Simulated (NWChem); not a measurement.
Species: CH₃Zn cation; SMILES [CH3][Zn+]

Program: NWChem. Pople sets run with spherical d functions. Medium grid unless said otherwise, to which SCAN and Minnesota functionals are sensitive. Structure relaxed at the PBE0/def2-SVP level. Hybrids' shares of exact exchange are those that their runs print; pure functionals count as 0. The functionals differ in more than this share.

```
row               share of exact exchange  highest occupied level (eV)
----------------  -----------------------  ---------------------------
PBE/6-31G*                           0.00                       -13.63
SCAN/6-31G*                          0.00                       -13.71
B3LYP/6-31G*                         0.20                     withheld
BHandHLYP/6-31G*                     0.50                       -15.35
M06-2X/6-31G*                        0.54                       -15.39
```

**Question.** Fit a straight line of the last column on the one before it, predict the withheld value, and compare with the run.

**Answer.** 
1. Means of the 4 shown rows: x = 0.260, y = -14.520. Slope Σ(x − x̄)(y − ȳ)/Σ(x − x̄)² = -0.8848/0.2712 = -3.263; intercept -13.672.
2. The shown rows scatter about the line by 0.043 (root mean square); the largest residual is -0.05, at BHandHLYP/6-31G*.
3. At x = 0.20 (B3LYP/6-31G*; inside the shown range) the line gives -14.32.
4. The run gives -14.45, -0.13 from the line, 3.0 times the scatter.
